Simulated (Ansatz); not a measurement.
Molecule: C₂H₃F₂ (charge 0, doublet). It need not be the lowest isomer of its formula. 
Structure (B3LYP-D3(BJ)/def2-TZVP (Ansatz, an electronic-structure program) minimum search):
```xyz
7

C     -1.3819    -0.1393    -0.0395
C      0.0723     0.0128    -0.2998
F      0.8379    -1.0163     0.0887
F      0.6175     1.1598     0.1282
H     -1.5758    -0.1785     1.0400
H     -1.7431    -1.0601    -0.4942
H     -1.9220     0.7061    -0.4621
```
Charge 0, spin multiplicity 2.

Basis-set convergence of Hartree-Fock and MP2 correlation energies (hartree) with Ansatz. Cores are frozen in the correlated levels unless marked. UHF or UKS for open shells. No spin-orbit coupling. Non-relativistic.

```csv
basis,functions,E(HF),"E(corr, MP2)"
cc-pVDZ,71,-276.32849,-0.62337
cc-pVTZ,162,-276.42164,-0.80983
cc-pVQZ,310,-276.44350,-0.87749
cc-pV5Z,529,-276.44940,-0.90533
```

Extrapolating the two largest sets (X = 4 and 5) as X^-3: E(corr) = (125·(-0.90533) - 64·(-0.87749))/61 = -0.9345 Eh, an estimate of the basis-set limit. The largest set recovers 96.9 % of it, the smallest 66.7 %.
